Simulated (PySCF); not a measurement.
Excitations are Tamm–Dancoff values on a coarser integration grid. The basis has no diffuse functions, so Rydberg states are missing or too high.

Cartesian coordinates (Å):
```xyz
14

B     -2.0138    -1.4062     0.0305
C     -0.6357    -0.6980     0.0194
N      0.4704    -1.4862     0.0562
C      1.6788    -0.9470     0.0471
C      1.8915     0.4415     0.0006
C      0.7904     1.2851    -0.0374
C     -0.4940     0.7167    -0.0282
O     -1.6035     1.4811    -0.0632
H     -3.0409    -0.7802    -0.0071
H     -2.0375    -2.6080     0.0773
H      2.5327    -1.6337     0.0779
H      2.9061     0.8470    -0.0054
H      0.9127     2.3725    -0.0740
H     -1.3572     2.4154    -0.0939
```
Charge 0, multiplicity 1.

Problem. Estimate the LUMO, brightest of the four lowest singlets (TDA) and HOMO–LUMO gap that PBE-D3(BJ)/def2-TZVP // B3LYP-D3(BJ)/def2-SVP (PySCF) returns for this input.

Solution. 
```
Quantity                                       Result
-------------------------------------------  --------
LUMO                                         -3.07 eV
brightest of the four lowest singlets (TDA)   3.86 eV
HOMO–LUMO gap                                 2.67 eV
```
